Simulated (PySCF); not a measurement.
BiCl₃, SMILES [Cl][Bi]([Cl])[Cl].

Geometry optimised at B3LYP-D3(BJ)/def2-SVP. The isomer is the one that the SMILES or the coordinates give; other isomers of the formula were not compared. The def2 effective core potentials stand for the cores of Bi; spin–orbit coupling is left out.

Calculation: TDA-PBE/def2-SVPD (PySCF).

Vertical excitations; the highest root listed may be one member of a degenerate set.  State labels are in the subgroup Cs.

Computed lowest excited states:
```csv
state,symmetry,energy (eV),λ (nm),f,main pairs
S1,A",4.27,290,0.000,HOMO−1→LUMO 98 %
S2,A',4.40,282,0.012,HOMO→LUMO 96 %
S3,A',4.51,275,0.003,"HOMO−3→LUMO, HOMO−1→LUMO+1 (degenerate set)"
S4,A",4.51,275,0.003,"HOMO−2→LUMO, HOMO−1→LUMO+2 (degenerate set)"
S5,A',4.69,264,0.001,HOMO−4→LUMO (degenerate set)
S6,A",4.69,264,0.001,HOMO−5→LUMO (degenerate set)
S7,A",4.79,259,0.000,"HOMO−1→LUMO+2, HOMO→LUMO+1 (degenerate set)"
S8,A',4.79,259,0.000,"HOMO−1→LUMO+1, HOMO→LUMO+2 (degenerate set)"
S9,A",4.81,258,0.000,"HOMO−2→LUMO+2 49 %, HOMO−3→LUMO+1 49 %"
S10,A',4.88,254,0.001,"HOMO−3→LUMO+2 42 %, HOMO−2→LUMO+1 42 %, HOMO→LUMO+2 8 %"
T1,A',4.00,310,0,HOMO→LUMO 99 %
T2,A",4.07,304,0,HOMO−1→LUMO 98 %
T3,A',4.13,300,0,HOMO−3→LUMO (degenerate set)
T4,A",4.13,300,0,HOMO−2→LUMO (degenerate set)
```
Triplets are in the Tamm–Dancoff approximation.
